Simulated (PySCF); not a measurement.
Finite-field polarisability of I (iodine, neutral)

[Kr] 4d10 5s2 5p5, 2P determinant. All numbers are calculated (PySCF 2.14, scalar relativity by spin-free X2C-1e, in aug-cc-pVTZ-DK3). Frozen: [Kr] 4d10. Energy changes in a uniform field (μhartree):

```tsv
axis	F (au)	HF	MP2	CCSD	CCSD(T)
x	0.0026	-99.110	-101.396	-101.278	-101.702
x	0.0052	-396.519	-405.674	-405.205	-406.906
y	0.0025	-102.857	-105.749	-105.494	-106.151
y	0.005	-411.595	-423.186	-422.164	-424.799
```

By symmetry the remaining axis equals y.

Question: Derive α along x at CCSD(T) from the two fields.

Answer: With ΔE = −αF²/2 − γF⁴/24, α = −(16 ΔE(F) − ΔE(2F))/(6F²) = 30.09 bohr³.

Question: And the mean polarisability at each level?

Answer: The components xx, yy, zz at CCSD(T) are 30.09, 33.96, 33.96, the third axis being equal by symmetry to one of the two computed. Means: HF 31.71, MP2 32.56, CCSD 32.49, CCSD(T) 32.67 bohr³. Reference: 32.9 ± 1.3 bohr³ (recommended; Schwerdtfeger and Nagle, table of static dipole polarizabilities (2023 update)).
